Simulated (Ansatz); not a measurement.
## Counterpoise correction, worked out

The pair of F⁻ (SMILES [F-], atom 1) and SiNH5 (SMILES [SiH3]N, atoms 2–8), both closed shells, in one local arrangement (a lower one may exist), relaxed at PBE0-D4/def2-TZVPD:

```csv
atom,x (Å),y (Å),z (Å)
F1,-0.2845,-0.6333,-1.6595
Si2,-0.4091,-0.4193,0.0681
N3,0.9457,0.7079,-0.0255
H4,-1.8689,-0.0186,-0.0940
H5,-0.2036,-1.9110,0.2608
H6,-0.4633,-0.1711,1.6369
H7,1.1995,1.0935,-0.9212
H8,1.0842,1.3518,0.7344
```

Computed with Ansatz 0.2.0 (basis: def2-TZVPPD); correlated methods freeze the cores.

CCSD(T) total energies in eV:

| system | geometry | basis functions | energy |
| --- | --- | --- | --- |
| pair | pair | all | -12151.69960 |
| F⁻ | as in the pair | all (partner as ghosts) | -2714.31520 |
| SiNH5 | as in the pair | all (partner as ghosts) | -9434.39360 |
| F⁻ | as in the pair | its own | -2714.25079 |
| SiNH5 | as in the pair | its own | -9434.36869 |
| F⁻ | free (PBE0-D4 minimum) | its own | -2714.25079 |
| SiNH5 | free (PBE0-D4 minimum) | its own | -9435.50783 |

Q: Work out the interaction energy with and without the counterpoise correction, the superposition error, and the binding energy from the relaxed fragments.

A: Without correction: -12151.69960 − (-2714.25079) − (-9434.36869) = -3.08012 eV.
With correction (each fragment in the whole basis): -12151.69960 − (-2714.31520) − (-9434.39360) = -2.99080 eV = -68.97 kcal/mol.
The superposition error is the difference, 0.08932 eV, 3 % of the uncorrected value: each fragment borrows its partner's functions.
Deformation from the free shapes: 0.00000 eV for F⁻ and 1.13914 eV for SiNH5.
Binding energy from relaxed fragments: -2.99080 + 0.00000 + 1.13914 = -1.85166 eV = -42.70 kcal/mol (electronic, without zero-point energy; negative means bound). The deformation is large: the pair is on the way to a chemical bond or a shared proton. For comparison, the corrected interaction energy by CCSD(T) at an estimated basis limit (MP2 extrapolated from triple and quadruple zeta, plus CCSD(T) − MP2 in triple zeta) is -3.124 eV; triple zeta with the correction binds less.

The T1 diagnostic stays at or below 0.024.

For scale, one of the runs: CCSD(T)/def2-TZVPPD, 210 basis functions, launched by `ansatz run in.yaml --threads 2 --pin off --events-out ev --progress --plain --max-ram 5222MiB`. Time: 56 s of wall clock on 2 CPU threads of an Arm Neoverse V2; the host was shared. Peak host memory: 2.9 GiB.
